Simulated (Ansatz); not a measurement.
Consider the ligand exchange at a Mg–Br bond: `C[S][Mg][Br]` + CH₃OH → `C[O][Mg][S]C` + HBr.

Isolated molecules relaxed with PBE0-D4/def2-TZVP in Ansatz; ΔE leaves out vibrations. CBS: MP2 limit from def2 TZ/QZ plus the TZ coupled-cluster correction, frozen cores. This one scheme is used for every species. DFT in def2-TZVPP. For Br, Mg outer-core shells are correlated without core-valence functions, which leaves a few kJ/mol of doubt a bond. Scalar relativity is left out up to krypton. One conformer a species, not always the lowest.

| species | r2SCAN0-D4 energy (Eh) |
| --- | --- |
| `C[S][Mg][Br]` | -3212.37582 |
| CH₃OH | -115.69182 |
| `C[O][Mg][S]C` | -753.28941 |
| HBr | -2574.74036 |

Problem. Work out ΔE.

Solution. ΔE = (-753.28941) + (-2574.74036) − (-3212.37582) − (-115.69182) = 0.03787 Eh = +99.4 kJ/mol. CCSD(T)/CBS gives +89.7 kJ/mol.

Largest T1 diagnostic among the species: 0.010.

From PBE to PBE0 (25 % exact exchange), in def2-TZVPP and without D4, ΔE moves by +7.6 kJ/mol. At CCSD(T), def2-SVP lies −13.3 kJ/mol from the extrapolated value and def2-TZVPP +0.0 kJ/mol.
